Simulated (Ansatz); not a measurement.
Q: Name a neutral molecule of Br, C, F, Sn and H with size of the dipole moment (B3LYP/def2-TZVPP) between 2.70 and 3.00 D and size of the dipole moment (PBE/def2-TZVPP) between 2.55 and 2.85 D (Ansatz, PBE0-D4/def2-TZVP geometry).

A: `F[CH2][SnH2][Br]` (2.78 D, 2.65 D). Other molecules can fit too; these were computed, each in one conformer that needn't be the lowest.

B3LYP here is the variant with VWN-RPA as its local correlation; programs differ in this.
